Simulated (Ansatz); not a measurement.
`C#[C][GaH][CH3]`. Charge 0, multiplicity 1. Geometry: relaxed with PBE0-D4/def2-TZVP.

```xyz
9

C     1.228   -0.954    2.252
C     0.613   -0.274    1.461
Ga   -0.362    0.791    0.189
C    -0.564    0.074   -1.622
H     1.769   -1.550    2.951
H    -0.922    2.164    0.689
H    -0.992   -0.931   -1.577
H    -1.191    0.701   -2.254
H     0.421   -0.021   -2.087
```

What is the dipole moment at ωB97M-V/def2-TZVPP? (Estimate.)

Computed: 0.66 D, with components (-0.05, -0.27, -0.60) D in this frame, pointing from negative to positive charge.

And with PBE, r2SCAN, B3LYP? (An estimate is asked.)

Ansatz gave: PBE 0.72 D, r2SCAN 0.70 D, B3LYP 0.69 D.

Give the Mulliken charges with ωB97M-V, PBE, B3LYP in def2-TZVPP. (An estimate is asked.)

Ansatz gave: 
```
atom  ωB97M-V    PBE  B3LYP
  C1    -0.10  -0.05  -0.03
  C2    -0.36  -0.30  -0.39
 Ga3     0.37   0.25   0.32
  C4    -0.47  -0.36  -0.37
  H5     0.22   0.20   0.24
  H6    -0.02  -0.04  -0.06
  H7     0.12   0.10   0.10
  H8     0.12   0.10   0.10
  H9     0.12   0.10   0.10
```

B3LYP here is the variant with VWN-RPA as its local correlation; programs differ in this.
